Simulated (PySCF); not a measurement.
CH₆BGeO (calculated)

All values are calculated (PySCF 2.14.0). Calculation on a computer-drawn molecule: optimised geometry and harmonic frequencies of an isolated molecule of the commonest isotopes, restricted reference for singlets and unrestricted otherwise, frozen core in MP2; on germanium a core potential holds 10 electrons, which the energies leave out, and 3d is frozen in MP2 and coupled-cluster steps.

## CH₆BGeO

Start structure:
```xyz
10
CH6BGeO
B     -1.6069     2.1815    -1.7060
Ge    -1.3200     0.2889    -1.3377
O      0.4727    -0.0035    -1.8207
C      1.0451    -1.3232    -1.7690
H     -2.5043     2.8655    -1.7978
H     -1.4044    -0.1690     0.0423
H     -2.0931    -0.7439    -2.1235
H      2.0238    -1.2194    -2.2351
H      0.4420    -2.0592    -2.3433
H      1.1230    -1.6518    -0.7607
```

| Item | Value |
| --- | --- |
| charge | 0 |
| multiplicity | 2 |
| method | HF |
| basis | cc-pVDZ |
| basis and core potential on germanium | cc-pVDZ-PP ECP10MDF |
| rotational constants | 14.57, 2.812, 2.466 GHz |
| total energy | -434.2045 hartree |
| spin squared | 0.7568 |
| convergence status largest gradient component | 1.425e-05 hartree/bohr |

Drawn bonds:
```
atom  other atom  order
   1           2      1
   2           3      1
   3           4      1
   1           5      1
   2           6      1
   2           7      1
   4           8      1
   4           9      1
   4          10      1
```

Optimised structure:
```xyz
10
CH6BGeO
B     -1.6374     2.2324    -1.7975
Ge    -1.2281     0.2494    -1.4068
O      0.4539    -0.0688    -1.9098
C      1.0412    -1.3281    -1.7740
H     -2.6207     2.8899    -1.6303
H     -1.3421    -0.0850     0.0901
H     -2.1428    -0.7015    -2.1973
H      2.0648    -1.2725    -2.1474
H      0.5105    -2.0950    -2.3508
H      1.0787    -1.6549    -0.7279
```

Modes:
```
frequency (cm⁻¹)  reduced mass (dalton)
           74.11                  2.335
             127                   1.15
           152.2                  3.443
           197.1                  1.253
           282.2                   3.62
           421.1                   1.15
           589.8                  2.196
             637                  2.427
             661                   4.55
           728.6                  1.078
           852.6                  1.093
           943.1                  1.029
            1212                  6.824
            1268                  1.277
            1297                  1.382
            1593                  1.143
            1602                  1.045
            1602                  1.051
            2185                  1.024
            2202                  1.016
            2770                  1.095
            3136                  1.036
            3190                  1.106
            3248                    1.1
```
